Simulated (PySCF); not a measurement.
PySCF job for Al(Cl)2(OMe) (CH3AlCl2O), SMILES C[O][Al]([Cl])[Cl], PBE0-D3(BJ)/def2-SVP. Geometry: PBE0-D3(BJ)/def2-SVP. The structure was generated by enumeration; whether it is a known compound was not checked. Other conformers were not sampled.

```python
import numpy as np
from pyscf import gto, scf, dft, df
from pyscf.hessian import thermo

mol = gto.M(
    atom='''
    Al    0.09199540    0.10090517   -0.03271973
    Cl    1.40675552    1.67399659   -0.37642536
    Cl   -1.16610305    0.13201848    1.63261527
    O     0.06543302   -1.17957560   -1.11127699
    C    -0.58584906   -2.39268068   -1.31501621
    H    -1.11229549   -2.38617795   -2.28452389
    H     0.14432544   -3.21936338   -1.33809309
    H    -1.32743179   -2.61579310   -0.52694212
    ''',
    basis='def2-SVP',
    charge=0,
    spin=0,
    max_memory=1600,
    verbose=3,
)
mf = dft.RKS(mol, xc='pbe0').density_fit(auxbasis='def2-universal-jkfit')
mf.disp = 'd3bj'
mf.grids.level = 3
mf.conv_tol = 1e-11
mf.max_cycle = 100
mf.kernel()

# [left out here: the lines that compute and print the analytic Hessian (its translational invariance restored by hand, since the grid's response is missing), thermochemistry and intensities]
```

Program output:

```
converged SCF energy = -1277.15792215724

WARN: DFTD3 does not support analytical Hessian, using finite difference


WARN: Mole.unit (angstrom) is changed to Bohr

Mode                                 0                   1                   2
Irrep
Freq [cm^-1]                       72.3478             77.4265             94.5353
Reduced mass [au]                   3.7906              1.0560              3.6381
Force const [Dyne/A]                0.0117              0.0037              0.0192
Char temp [K]                     104.0924            111.3994            136.0152
Normal mode                   x     y     z       x     y     z       x     y     z
       0  Al                 0.03  0.02 -0.03   -0.01  0.01 -0.01   -0.04  0.03 -0.03
       1  Cl                 0.01  0.04  0.01    0.01 -0.01  0.01    0.03 -0.02  0.02
       2  Cl                -0.00 -0.07 -0.05   -0.01  0.00 -0.01    0.01 -0.01  0.01
       3   O                 0.03  0.01 -0.03   -0.01  0.01 -0.01   -0.11  0.07 -0.09
       4   C                -0.10  0.04  0.15    0.02 -0.02  0.03    0.09 -0.06  0.07
       5   H                -0.14 -0.03  0.17   -0.45  0.13  0.28    0.16 -0.29  0.03
       6   H                -0.17 -0.03  0.22    0.11  0.08 -0.51    0.21  0.05  0.25
       7   H                -0.08  0.20  0.21    0.43 -0.27  0.34    0.06 -0.04  0.05
Mode                                 3                   4                   5
Irrep
Freq [cm^-1]                      148.3188            233.3486            238.8468
Reduced mass [au]                  18.8868             18.8951              8.6306
Force const [Dyne/A]                0.2448              0.6062              0.2901
Char temp [K]                     213.3978            335.7367            343.6474
Normal mode                   x     y     z       x     y     z       x     y     z
       0  Al                -0.01  0.05  0.06    0.11 -0.07  0.09    0.03  0.04 -0.01
       1  Cl                 0.05 -0.03 -0.09   -0.02  0.02 -0.02    0.04  0.06  0.00
       2  Cl                -0.06 -0.06  0.03   -0.03  0.02 -0.02    0.00 -0.03 -0.03
       3   O                 0.01  0.06  0.04   -0.08  0.05 -0.06   -0.12 -0.05  0.12
       4   C                 0.04  0.06  0.00    0.00 -0.00  0.00   -0.02 -0.07 -0.04
       5   H                 0.05  0.07 -0.00   -0.01 -0.07  0.01    0.04 -0.02 -0.07
       6   H                 0.05  0.07 -0.00    0.05  0.04  0.02    0.04 -0.02 -0.07
       7   H                 0.03  0.03 -0.01    0.03 -0.02  0.02   -0.05 -0.20 -0.10
Mode                                 6                   7                   8
Irrep
Freq [cm^-1]                      421.6394            636.8834            782.2391
Reduced mass [au]                  17.6702             28.6175              8.6614
Force const [Dyne/A]                1.8509              6.8391              3.1226
Char temp [K]                     606.6452            916.3335           1125.4678
Normal mode                   x     y     z       x     y     z       x     y     z
       0  Al                 0.00 -0.03 -0.03   -0.11 -0.06  0.09   -0.01 -0.11 -0.08
       1  Cl                 0.06  0.07 -0.01    0.04  0.05 -0.01    0.01  0.02 -0.00
       2  Cl                -0.06  0.00  0.08    0.04  0.00 -0.05   -0.01  0.00  0.01
       3   O                 0.03 -0.05 -0.08    0.01  0.00 -0.02   -0.04  0.03  0.08
       4   C                -0.03 -0.06 -0.02   -0.00 -0.00  0.00    0.05  0.12  0.04
       5   H                -0.05 -0.08 -0.01   -0.01 -0.01  0.00    0.09  0.15  0.02
       6   H                -0.05 -0.08 -0.01   -0.01 -0.01  0.00    0.08  0.15  0.02
       7   H                -0.01 -0.01  0.01   -0.00  0.00  0.00    0.04  0.06  0.01
Mode                                 9                  10                  11
Irrep
Freq [cm^-1]                     1186.3994           1189.5206           1277.0463
Reduced mass [au]                   1.3510              1.2843              8.7875
Force const [Dyne/A]                1.1204              1.0707              8.4436
Char temp [K]                    1706.9646           1711.4554           1837.3854
Normal mode                   x     y     z       x     y     z       x     y     z
       0  Al                 0.00 -0.01 -0.01    0.00 -0.00  0.00   -0.00 -0.03 -0.03
       1  Cl                -0.00 -0.00 -0.00   -0.00  0.00 -0.00    0.00  0.00 -0.00
       2  Cl                -0.00 -0.00  0.00   -0.00  0.00 -0.00   -0.00 -0.00  0.00
       3   O                 0.05  0.04 -0.03    0.04 -0.02  0.03    0.06  0.17  0.07
       4   C                -0.09 -0.02  0.09   -0.09  0.06 -0.07   -0.06 -0.14 -0.05
       5   H                 0.32  0.19 -0.12   -0.09 -0.57 -0.07   -0.13 -0.06  0.00
       6   H                 0.22  0.26 -0.20    0.32  0.42  0.24   -0.05 -0.12  0.07
       7   H                -0.23 -0.56 -0.19    0.21 -0.14  0.16    0.00  0.07  0.05
Mode                                12                  13                  14
Irrep
Freq [cm^-1]                     1475.2669           1478.0110           1482.9839
Reduced mass [au]                   1.0395              1.0629              1.1115
Force const [Dyne/A]                1.3330              1.3681              1.4403
Char temp [K]                    2122.5806           2126.5287           2133.6837
Normal mode                   x     y     z       x     y     z       x     y     z
       0  Al                -0.00  0.00 -0.00   -0.00 -0.00 -0.00   -0.00  0.01  0.01
       1  Cl                 0.00 -0.00  0.00    0.00  0.00 -0.00   -0.00 -0.00 -0.00
       2  Cl                -0.00  0.00 -0.00   -0.00  0.00  0.00    0.00  0.00 -0.00
       3   O                -0.01  0.01 -0.01    0.00  0.02  0.02   -0.01 -0.02 -0.01
       4   C                -0.04  0.02 -0.03   -0.01  0.04  0.04   -0.05 -0.07  0.01
       5   H                 0.38  0.21 -0.23    0.30 -0.59 -0.15    0.34  0.24 -0.20
       6   H                -0.31 -0.26  0.28   -0.28 -0.21 -0.58    0.31  0.26 -0.23
       7   H                 0.49 -0.32  0.37    0.01  0.07  0.04    0.14  0.58  0.33
Mode                                15                  16                  17
Irrep
Freq [cm^-1]                     3018.5197           3105.7042           3116.3802
Reduced mass [au]                   1.0328              1.1058              1.1065
Force const [Dyne/A]                5.5444              6.2841              6.3315
Char temp [K]                    4342.9777           4468.4168           4483.7772
Normal mode                   x     y     z       x     y     z       x     y     z
       0  Al                -0.00  0.00  0.00   -0.00 -0.00 -0.00   -0.00  0.00 -0.00
       1  Cl                -0.00 -0.00 -0.00    0.00  0.00 -0.00   -0.00  0.00 -0.00
       2  Cl                 0.00 -0.00 -0.00    0.00 -0.00 -0.00    0.00 -0.00  0.00
       3   O                -0.00 -0.00 -0.00    0.00  0.00 -0.00    0.00 -0.00  0.00
       4   C                -0.03 -0.04  0.00   -0.05  0.02  0.08   -0.06  0.04 -0.05
       5   H                 0.24 -0.01  0.45   -0.23  0.02 -0.40    0.30 -0.01  0.59
       6   H                -0.35  0.37  0.01    0.30 -0.34  0.01    0.46 -0.49 -0.02
       7   H                 0.44  0.12 -0.48    0.46  0.13 -0.50   -0.01  0.01 -0.01
temperature 298.1500 [K]
pressure 101325.00 [Pa]
Rotational constants [GHz] 2.43080 1.80474 1.04258
Symmetry number 1
Zero-point energy (ZPE) 0.04564 [Eh]   119838.412 [J/mol]
                           tot       elec      trans        rot        vib
Entropy [J/mol/K]       371.281      0.000    169.348    119.842     82.091
Cv [J/mol/K]             88.733      0.000     12.472     12.472     63.790
Cp [J/mol/K]             97.048      0.000     20.786     12.472     63.790
Internal energy [J/mol]                      3718.434   3718.434 131780.841
Internal energy [Eh]   -1277.10490  -1277.15792
Enthalpy [J/mol]                             6197.391   3718.434 131780.841
Enthalpy [Eh]          -1277.10395
Gibbs free energy [J/mol]                  -44293.634 -32012.402 107305.277
Gibbs free energy [Eh] -1277.14612
mode   freq/cm-1   IR/(km/mol)
   1       72.35         4.197
   2       77.43         0.015
   3       94.54         1.176
   4      148.32         7.463
   5      233.35        62.361
   6      238.85        21.072
   7      421.64        10.033
   8      636.88       194.167
   9      782.24        82.670
  10     1186.40        21.344
  11     1189.52         0.117
  12     1277.05       373.316
  13     1475.27         2.297
  14     1478.01         2.158
  15     1482.98        13.437
  16     3018.52        82.475
  17     3105.70        34.172
  18     3116.38        28.726
max |gradient| / (hartree/bohr): 6.460026818812591e-05
APT charges: [ 1.6879 -0.5383 -0.5489 -1.0679  0.6126 -0.0493 -0.0492 -0.0469]
```

The run converged.
